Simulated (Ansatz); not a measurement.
Calculated with Ansatz (gas phase, PBE0-D4/def2-TZVP geometries, no zero-point term in ΔE). CBS: MP2 limit from def2 TZ/QZ plus the TZ coupled-cluster correction, frozen cores. Functionals use def2-TZVPP. B3LYP here is the variant with VWN-RPA as its local correlation; programs differ in this. Elements past krypton have def2 core potentials. For In outer-core shells are correlated without core-valence functions, which leaves a few kJ/mol of doubt a bond. One conformer a species, not always the lowest.

Consider the cleavage of the Si–In bond: `O[SiH2][InH][F]` + `[SiH3]S` → `O[SiH2]S[SiH3]` + `[F][InH2]`.

```csv
level,ΔE (kJ/mol),difference from CCSD(T)/CBS
ωB97X-V,-45.5,-2.8
ωB97M-V,-45.2,-2.5
B2PLYP,-39.0,3.7
r2SCAN,-39.0,3.7
B3LYP,-32.0,10.7
HF/def2-TZVPP,-57.1,-14.4
MP2/def2-TZVPP,-48.0,-5.3
SCS-MP2/def2-TZVPP,-47.6,-4.9
MP2/def2-QZVPP,-47.7,-5.0
MP2/CBS(def2),-47.1,-4.4
CCSD(T)/CBS,-42.7,0
```

Largest T1 diagnostic among the species: 0.016.

From PBE to PBE0 (25 % exact exchange), in def2-TZVPP and without D4, ΔE moves by −8.3 kJ/mol. The D4 term adds −6.4 kJ/mol with B3LYP and −3.6 kJ/mol with PBE0; it sums over pairs of atoms, weighted by their polarisabilities, and B3LYP, whose exchange is more repulsive, gets the larger term. In def2-TZVPP, CCSD(T) changes the Hartree–Fock value by +13.5 kJ/mol (the triples alone add +0.3 kJ/mol) and MP2 by +9.1 kJ/mol.

CCSD(T)/CBS has its own doubt, a few kJ/mol and more with outer-core shells, so smaller differences from it don't rank the levels.
